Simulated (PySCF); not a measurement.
# Correlation energy of Tc⁺ (technetium, charge +1)

[Kr] 4d5 5s1, high-spin 7S determinant. Computed with PySCF 2.14 in x2c-SVPall, with the spin-free X2C one-electron Hamiltonian (Gaussian nucleus). Frozen: [Kr]; 6 electrons correlated.

MP2 pair energies summed by pair of shells (mhartree):

```tsv
pair	energy	share (%)
4d-4d	-46.75	78.7
4d-5s	-12.63	21.3
```

Total MP2 correlation energy: -59.38 mhartree.

Same-spin part -59.38 and opposite-spin part 0.00 mhartree; SCS-MP2 scales them by 1/3 and 6/5 to -19.79 mhartree.
